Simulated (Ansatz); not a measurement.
Reaction (formal loss of a carbene): `[CH3][GaH][SeH]` → `[CH2]` (triplet) + `[GaH2][SeH]`

Gas-phase electronic energies from Ansatz, PBE0-D4/def2-TZVP geometries. CCSD(T)/CBS adds triple-zeta CCSD(T) − MP2 to the extrapolated MP2 energy (def2 sets, frozen cores). This one scheme is used for every species. Functionals use def2-TZVPP. Triplets are unrestricted, without spin–orbit coupling. For Ga, Se outer-core shells are correlated without core-valence functions, which leaves a few kJ/mol of doubt a bond. Scalar relativity is left out up to krypton. One conformer a species, not always the lowest.

```csv
species,r2SCAN0 energy (Eh)
`[CH3][GaH][SeH]`,-4367.49109
`[CH2]` (triplet),-39.14527
`[GaH2][SeH]`,-4328.17695
```

Q: Work out ΔE.

A: ΔE = (-39.14527) + (-4328.17695) − (-4367.49109) = 0.16887 Eh = +4.60 eV. CCSD(T)/CBS gives +4.93 eV.

Largest T1 diagnostic among the species: 0.012.

At CCSD(T), def2-SVP lies −0.33 eV from the extrapolated value and def2-TZVPP −0.14 eV. The D4 term adds +0.10 eV with B3LYP and +0.05 eV with PBE0; it sums over pairs of atoms, weighted by their polarisabilities, and B3LYP, whose exchange is more repulsive, gets the larger term. From r2SCAN to r2SCAN0 (25 % exact exchange), in def2-TZVPP and without D4, ΔE moves by −0.05 eV.

B3LYP here is the variant with VWN-RPA as its local correlation; programs differ in this.
